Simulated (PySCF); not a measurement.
C₄H₁₅NSi₃ (SMILES N[SiH2][C@]1([SiH3])CC[SiH2]C1), singlet, geometry from GFN2-xTB. Base run: MP2/cc-pVDZ (PySCF).

Here is a job for PySCF.
```python
from pyscf import gto, scf, mp

mol = gto.Mole()
mol.atom = '''
    N     2.55866277   -1.10403945   -0.05229455
    Si    1.15175563   -0.77723189   -0.99375346
    C     0.09576344    0.48123035   -0.02199139
    Si    0.97478050    2.17505104    0.00933216
    C    -0.18060913    0.01173278    1.41185906
    C    -1.11122073   -1.20334654    1.38520114
    Si   -2.35151271   -0.79174026    0.00193492
    C    -1.28246139    0.61805557   -0.70057706
    H     2.44403959   -1.41189608    0.89951187
    H     3.30014705   -1.62853491   -0.48548801
    H     0.35184830   -1.96450091   -1.35313877
    H     1.66150044   -0.18938841   -2.23561960
    H     0.12107639    3.12137022    0.74318519
    H     2.26969339    2.09543522    0.68441510
    H     1.14577763    2.67412430   -1.35659824
    H     0.74959160   -0.20460651    1.94343829
    H    -0.68393817    0.81548047    1.96074505
    H    -1.56407652   -1.36517551    2.36267727
    H    -0.54329909   -2.10311243    1.14624250
    H    -3.64146641   -0.32142243    0.52194611
    H    -2.57388256   -1.90387651   -0.92677421
    H    -1.73767386    1.57945643   -0.44451275
    H    -1.18913850    0.60378603   -1.78610904
'''
mol.basis = 'cc-pvdz'
mol.verbose = 5
mol.build()

mf = scf.RHF(mol)
mf.kernel()

pt = mp.MP2(mf, frozen=20)
pt.kernel()
print('E(MP2) = %.10f' % pt.e_tot)
```

Each row names what was changed in the base input (with any setting that the change needs).

```json
[
 {"change": "base", "basis functions": "199", "E (Eh)": "-1082.52099", "MP2 correlation (Eh)": "-1.05166", "SCF-reference HOMO (eV)": "-10.10", "SCF-reference HOMO-LUMO gap (eV)": "14.11", "SCF-reference dipole (D)": "1.54", "core-seconds (rough)": "50"},
 {"change": "basis = STO-3G", "basis functions": "67", "E (Eh)": "-1069.35706", "MP2 correlation (Eh)": "-0.37257", "SCF-reference HOMO (eV)": "-7.89", "SCF-reference HOMO-LUMO gap (eV)": "20.39", "SCF-reference dipole (D)": "1.35", "core-seconds (rough)": "5"},
 {"change": "basis = pcseg-0", "basis functions": "114", "E (Eh)": "-1080.32313", "MP2 correlation (Eh)": "-0.64644", "SCF-reference HOMO (eV)": "-10.28", "SCF-reference HOMO-LUMO gap (eV)": "14.44", "SCF-reference dipole (D)": "1.64", "core-seconds (rough)": "7"},
 {"change": "basis = 3-21G", "basis functions": "114", "E (Eh)": "-1076.32675", "MP2 correlation (Eh)": "-0.63632", "SCF-reference HOMO (eV)": "-9.99", "SCF-reference HOMO-LUMO gap (eV)": "14.41", "SCF-reference dipole (D)": "1.72", "core-seconds (rough)": "8"},
 {"change": "basis = 6-31G", "basis functions": "114", "E (Eh)": "[?]", "MP2 correlation (Eh)": "[?]", "SCF-reference HOMO (eV)": "[?]", "SCF-reference HOMO-LUMO gap (eV)": "[?]", "SCF-reference dipole (D)": "[?]", "core-seconds (rough)": "20"}
]
```

Task: What belongs in the gaps?

Result: 
- basis = 6-31G, E (Eh): -1081.82691
- basis = 6-31G, MP2 correlation (Eh): -0.64281
- basis = 6-31G, SCF-reference HOMO (eV): -10.00
- basis = 6-31G, SCF-reference HOMO-LUMO gap (eV): 13.89
- basis = 6-31G, SCF-reference dipole (D): 1.66

Totals compare only among sets that treat the same electrons; sets with core potentials leave the core out.
